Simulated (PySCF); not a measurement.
Problem. What does the GFN2-xTB structure of `C=Cc1ccc[n-]1` look like in three dimensions? (Charge -1.)

Solution. 
Z-matrix in Å and degrees, rows numbered from 1:
```
C 
C   1  1.3408
C   2  1.4255  1  127.47
C   3  1.4053  2  129.54  1    -0.04
C   4  1.3888  3  106.11  2  -180.00
C   5  1.3961  4  105.51  3    -0.02
N   6  1.3321  5  112.37  4     0.04
H   1  1.0814  2  122.04  3   179.97
H   1  1.0783  2  122.02  3    -0.05
H   2  1.0875  1  118.37  3  -179.97
H   4  1.0806  3  126.85  2    -0.03
H   5  1.0833  4  127.57  3  -179.97
H   6  1.0851  5  127.11  4   179.98
```

C2 (alkene CH carbon) is planar (angles 127.5°, 118.4° and 114.2°, sum 360.0°, 0.00 Å off the plane of its three neighbours). Of the pairs four or more bonds apart, C4···H9 is among the closest relative to their van der Waals radii: 2.93 Å, 101 % of the sum of Bondi's values. C4 (aromatic CH carbon) is planar (angles 127.0°, 126.9° and 106.1°, sum 360.0°, 0.00 Å off the plane of its three neighbours). C1 (terminal =CH2 carbon) is planar (angles 122.0°, 122.0° and 115.9°, sum 360.0°, 0.00 Å off the plane of its three neighbours).

Computed geometry: GFN2-xTB, gas phase.

Point group: Cs (tolerance 0.08 Å). Stationary, but not proved a minimum. Torsions: C1–C2–C3–C4 0°.

One conformer stands for the species.
